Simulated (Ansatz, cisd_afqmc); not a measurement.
System: SiO$_{2}$, charge 0, singlet. SiO2 (SMILES O=[Si]=O).
B3LYP-D3(BJ)/def2-TZVP minimum from Ansatz (a quantum-chemistry and plane-wave program):
```
Si
O 1 1.5101
O 1 1.5101 2 180.00
```
Charge 0, spin multiplicity 1.

Total energies in cc-pV(T+d)Z, 16 correlated electrons, 7 frozen orbitals. UHF or UKS for unpaired electrons; spin-orbit terms are left out. Correlated methods leave the cores frozen. No relativity. The Monte Carlo rows (phaseless AFQMC, CISD trial, step 0.005/hartree) carry one-sigma bars that omit the constraint's bias. Outlying blocks are dropped, and bars are widened where a walk drifts. Over all cases where full CI ran beside it in this data, AFQMC minus full CI had a median of +0.1 mEh and passed +0.4 mEh in a tenth of the cases. The T1 diagnostic of O2Si (O=[Si]=O, singlet) reaches 0.027 in the sets run.

| method | program | energy (Eh) | minus CCSDT(Q) (mEh) |
|---|---|---|---|
| HF | Ansatz | -438.72600 | 607.41 |
| MP2 | Ansatz | -439.31399 | 19.43 |
| CCSD | Ansatz | -439.30143 | 31.99 |
| CCSD(T) | Ansatz | -439.33050 | 2.91 |
| CCSDT(Q) | Ansatz | -439.33341 | 0.00 |
| AFQMC/CISD | cisd_afqmc | -439.3333 ± 0.0004 | 0.1 ± 0.4 |

Rough core times of Ansatz's runs on a shared machine: CCSD(T) under 20 s, CCSDT(Q) 5 min.
